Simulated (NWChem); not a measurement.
All runs are NWChem calculations. System: MoO$_{3}$, charge 0, spin multiplicity 1, at a geometry optimised with B3LYP/def2-SVP with def2 effective core potentials on Mo. The structure started from a generated list of species. Level: B3LYP/x2c-SVPall-2c, scalar ZORA, VWN1-RPA local correlation.

Input file:

```
start mol
memory heap 200 mb stack 900 mb global 1100 mb
geometry units angstroms nocenter noautoz noautosym
  Mo     0.143827     0.137403     0.000000
  O      0.305495    -0.823692     1.397103
  O      0.305495    -0.823692    -1.397103
  O     -1.366080     0.926018     0.000000
end
basis spherical
  * library x2c-svpall-2c
end
relativistic
  zora on
end
dft
  xc b3lyp
  semidirect memsize 60000000 filesize 0
  iterations 100
  grid fine
end
task dft energy
```

Part of the output:

```
             Northwest Computational Chemistry Package (NWChem) 7.3.0
             --------------------------------------------------------

                                NWChem Input Module
                                -------------------

 Scaling coordinates for geometry "geometry" by  1.889725989
 (inverse scale =  0.529177249)

                             Geometry "geometry" -> ""
                             -------------------------

 Output coordinates in angstroms (scale by  1.889725989 to convert to a.u.)

  No.       Tag          Charge          X              Y              Z
 ---- ---------------- ---------- -------------- -------------- --------------
    1 Mo                  42.0000     0.14382700     0.13740300     0.00000000
    2 O                    8.0000     0.30549500    -0.82369200     1.39710300
    3 O                    8.0000     0.30549500    -0.82369200    -1.39710300
    4 O                    8.0000    -1.36608000     0.92601800     0.00000000

 Effective nuclear repulsion energy (a.u.)     349.4975910818

            Nuclear Dipole moment (a.u.)
            ----------------------------
        X                 Y               Z
 ---------------- ---------------- ----------------
     0.0000264562    -0.0000037795     0.0000000000


 Summary of "ao basis" -> "" (spherical)
 ------------------------------------------------------------------------------
       Tag                 Description            Shells   Functions and Types
 ---------------- ------------------------------  ------  ---------------------
 *                       x2c-svpall-2c                on all atoms

                                 NWChem DFT Module
                                 -----------------

 Summary of "ao basis" -> "ao basis" (spherical)
 ------------------------------------------------------------------------------
       Tag                 Description            Shells   Functions and Types
 ---------------- ------------------------------  ------  ---------------------
 Mo                      x2c-svpall-2c              21       67   6s8p6d1f
 O                       x2c-svpall-2c               6       14   3s2p1d

 Summary of "ao basis" -> "ao basis" (spherical)
 ------------------------------------------------------------------------------
       Tag                 Description            Shells   Functions and Types
 ---------------- ------------------------------  ------  ---------------------
 Mo                      x2c-svpall-2c              21       67   6s8p6d1f
 O                       x2c-svpall-2c               6       14   3s2p1d

            General Information
            -------------------
          SCF calculation type: DFT
          Wavefunction type:  closed shell.
          No. of atoms     :     4
          No. of electrons :    66
           Alpha electrons :    33
            Beta electrons :    33
          Charge           :     0
          Spin multiplicity:     1
          Use of symmetry is: off; symmetry adaption is: off
          Maximum number of iterations: 100
          AO basis - number of functions:   109
                     number of shells:    39
          Convergence on energy requested:  1.00D-06
          Convergence on density requested:  1.00D-05
          Convergence on gradient requested:  5.00D-04

              XC Information
              --------------
                         B3LYP Method XC Potential
                     Hartree-Fock (Exact) Exchange  0.200
                        Slater Exchange Functional  0.800 local
[...]
 d= 0,ls=0.0,diis     3  -4269.1302317763  2.38D+01  1.05D-01  2.12D+02     7.5
 d= 0,ls=0.0,diis     4  -4305.2978652056 -3.62D+01  1.63D-02  2.29D+00     8.0
 d= 0,ls=0.0,diis     5  -4305.1491064870  1.49D-01  8.11D-03  3.70D+00     8.5
 d= 0,ls=0.0,diis     6  -4305.4750343982 -3.26D-01  9.64D-04  1.30D-01     8.9
  Resetting Diis
 d= 0,ls=0.0,diis     7  -4305.4846646433 -9.63D-03  5.28D-04  1.71D-02     9.4
 d= 0,ls=0.0,diis     8  -4305.4861735792 -1.51D-03  4.44D-04  8.76D-04     9.9
 d= 0,ls=0.0,diis     9  -4305.4852349799  9.39D-04  3.53D-04  1.14D-02    10.3
 d= 0,ls=0.0,diis    10  -4305.4862477716 -1.01D-03  3.57D-05  6.16D-05    10.8
 d= 0,ls=0.0,diis    11  -4305.4862518625 -4.09D-06  1.31D-05  2.94D-06    11.3
 d= 0,ls=0.0,diis    12  -4305.4862517737  8.88D-08  8.43D-06  3.49D-06    11.7
(nogshift,skip_gshiftAOev,done_Fji)=( 1,F,F)

         Total DFT energy =    -4305.486251773697
      One electron energy =    -6618.000949124777
           Coulomb energy =     2113.492687852657
    Exchange-Corr. energy =     -150.475581583418
 Nuclear repulsion energy =      349.497591081840

       Scaling correction =       39.844140250571

 Numeric. integr. density =       66.000000155704

     Total iterative time =      7.7s

                       DFT Final Molecular Orbital Analysis
                       ------------------------------------

 Vector   31  Occ=2.000000D+00  E=-3.324043D-01
              MO Center= -3.3D-01, -1.3D-01, -3.2D-03, r^2= 3.2D+00
   Bfn.  Coefficient  Atom+Function         Bfn.  Coefficient  Atom+Function
  ----- ------------  ---------------      ----- ------------  ---------------
    99      0.367797  4 O  px                85     -0.284694  3 O  px
    71     -0.282441  2 O  px               102      0.242519  4 O  px
    73      0.204457  2 O  pz                87     -0.204996  3 O  pz
    14     -0.203402  1 Mo py                88     -0.204313  3 O  px
    74     -0.202567  2 O  px                13      0.194320  1 Mo px

 Vector   32  Occ=2.000000D+00  E=-3.324022D-01
              MO Center= -1.5D-01, -3.2D-01,  3.2D-03, r^2= 3.2D+00
   Bfn.  Coefficient  Atom+Function         Bfn.  Coefficient  Atom+Function
  ----- ------------  ---------------      ----- ------------  ---------------
    72      0.371744  2 O  py                86     -0.372357  3 O  py
   101      0.332795  4 O  pz                15     -0.281303  1 Mo pz
    75      0.254063  2 O  py                89     -0.254599  3 O  py
   104      0.234245  4 O  pz                71      0.096813  2 O  px
    24      0.092719  1 Mo pz                85     -0.089996  3 O  px

 Vector   33  Occ=2.000000D+00  E=-3.236691D-01
              MO Center= -2.4D-01, -2.3D-01,  2.5D-05, r^2= 3.1D+00
   Bfn.  Coefficient  Atom+Function         Bfn.  Coefficient  Atom+Function
  ----- ------------  ---------------      ----- ------------  ---------------
   101      0.381692  4 O  pz               104      0.282426  4 O  pz
    72     -0.239395  2 O  py                86      0.239394  3 O  py
    71      0.228425  2 O  px                85     -0.228415  3 O  px
    73     -0.190950  2 O  pz                87     -0.190943  3 O  pz
    75     -0.177119  2 O  py                89      0.177118  3 O  py

 Vector   34  Occ=0.000000D+00  E=-1.883126D-01
              MO Center=  5.8D-01,  5.6D-01,  3.0D-07, r^2= 2.2D+00
   Bfn.  Coefficient  Atom+Function         Bfn.  Coefficient  Atom+Function
  ----- ------------  ---------------      ----- ------------  ---------------
     5      0.526518  1 Mo s                  4     -0.371168  1 Mo s
    41      0.291126  1 Mo d -2              46      0.261386  1 Mo d -2
    22      0.258290  1 Mo px                23      0.246756  1 Mo py
    36      0.170339  1 Mo d -2              43     -0.168250  1 Mo d  0
    13     -0.160032  1 Mo px                14     -0.152879  1 Mo py

 Vector   35  Occ=0.000000D+00  E=-1.058380D-01
              MO Center= -2.8D-02,  2.2D-01, -4.5D-03, r^2= 2.2D+00
   Bfn.  Coefficient  Atom+Function         Bfn.  Coefficient  Atom+Function
  ----- ------------  ---------------      ----- ------------  ---------------
    45      0.411444  1 Mo d  2              50      0.357824  1 Mo d  2
   100      0.330506  4 O  py               103      0.305822  4 O  py
    40      0.248162  1 Mo d  2              35     -0.216905  1 Mo d  2
    87      0.148114  3 O  pz                23     -0.147128  1 Mo py
    73     -0.145095  2 O  pz                14      0.144351  1 Mo py

 Vector   36  Occ=0.000000D+00  E=-1.058340D-01
              MO Center=  2.2D-01, -3.8D-02,  4.5D-03, r^2= 2.2D+00
   Bfn.  Coefficient  Atom+Function         Bfn.  Coefficient  Atom+Function
  ----- ------------  ---------------      ----- ------------  ---------------
    44      0.399606  1 Mo d  1              49      0.335937  1 Mo d  1
    71      0.265585  2 O  px                85     -0.264053  3 O  px
    74      0.245665  2 O  px                88     -0.244003  3 O  px
    39      0.241412  1 Mo d  1              34     -0.210845  1 Mo d  1
    24     -0.203450  1 Mo pz                15      0.199613  1 Mo pz

 center of mass
 --------------
 x =   0.02595610 y =   0.02479638 z =   0.00000000

 moments of inertia (a.u.)
 ------------------
         355.977950716766          94.186732905815           0.000000000000
          94.186732905815         347.369606679764           0.000000000000
           0.000000000000           0.000000000000         257.387139197586

     Multipole analysis of the density
     ---------------------------------

     L   x y z        total         alpha         beta         nuclear
     -   - - -        -----         -----         ----         -------
     0   0 0 0     -0.000000    -33.000000    -33.000000     66.000000

     1   1 0 0      1.405343      0.702658      0.702658      0.000026
     1   0 1 0      1.342033      0.671018      0.671018     -0.000004
     1   0 0 1      0.000010      0.000005      0.000005      0.000000

     2   2 0 0    -28.860383    -45.304635    -45.304635     61.748888
     2   1 1 0      4.123743     25.838452     25.838452    -47.553160
     2   1 0 1      0.000006      0.000003      0.000003      0.000000
     2   0 2 0    -29.236847    -47.665969    -47.665969     66.095092
     2   0 1 1     -0.000015     -0.000007     -0.000007      0.000000
     2   0 0 2    -33.175533    -72.350558    -72.350558    111.525584

 Task  times  cpu:       11.8s     wall:       11.8s

 Total times  cpu:       11.8s     wall:       11.8s
```
